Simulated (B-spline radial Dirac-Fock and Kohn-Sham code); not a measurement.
**Isotope-shift constants of the inner levels of Tm**

System: neutral thulium, configuration [Xe] 4f13 6s2.

Method: first-order field-shift and mass-shift constants from Dirac-Fock ground and hole states with a Fermi nucleus; the mass shift has no relativistic recoil terms. Computed with a radial finite-basis atomic code. A binding energy shifts by δE = F·δ⟨r²⟩ + (K_N + K_S)·δ(1/M); F is taken for a change of radius at fixed skin thickness and so holds the higher radial moments.

| level | F (meV/fm²) |
| --- | --- |
| K (1s) | -518.4 |
| L1 (2s) | -70.34 |
| L2 (2p1/2) | 0.006185 |
| L3 (2p3/2) | 3.125 |
| M1 (3s) | -15.47 |
| M2 (3p1/2) | 0.04939 |
| M3 (3p3/2) | 0.8406 |
| M4 (3d3/2) | 0.7768 |
| M5 (3d5/2) | 0.7443 |

The mass shift is not given and not included below: at this Z its relativistic corrections are large. It matters little for K lines but can be comparable with the field shift of L lines.

Field shifts alone in meV from A = 169 (mass 168.9342 u, rms radius 5.2256 fm); radii from Angeli and Marinova (2013).

| A | mass (u) | radius (fm) | Kα1 | Kα2 | Kβ1 | Lα1 |
| --- | --- | --- | --- | --- | --- | --- |
| 153 | 152.9421 | 5.0643 | +865.5 | +860.3 | +861.7 | -4.0 |
| 157 | 156.9370 | 5.114 | +601.7 | +598.1 | +599.1 | -2.7 |
| 158 | 157.9370 | 5.1235 | +551.0 | +547.7 | +548.6 | -2.5 |
| 162 | 161.9340 | 5.1713 | +294.4 | +292.6 | +293.1 | -1.3 |
| 164 | 163.9335 | 5.1906 | +190.1 | +189.0 | +189.3 | -0.9 |
| 165 | 164.9324 | 5.2004 | +137.0 | +136.2 | +136.4 | -0.6 |
| 166 | 165.9336 | 5.2046 | +114.2 | +113.5 | +113.7 | -0.5 |
| 170 | 169.9358 | 5.2303 | -25.6 | -25.5 | -25.5 | +0.1 |
| 171 | 170.9364 | 5.2388 | -72.0 | -71.6 | -71.7 | +0.3 |
| 172 | 171.9384 | 5.2411 | ? | ? | ? | ? |

**Question.** What are the shifts for A = 172?

**Answer.** Kα1 -84.6 meV; Kα2 -84.1 meV; Kβ1 -84.2 meV; Lα1 +0.4 meV.
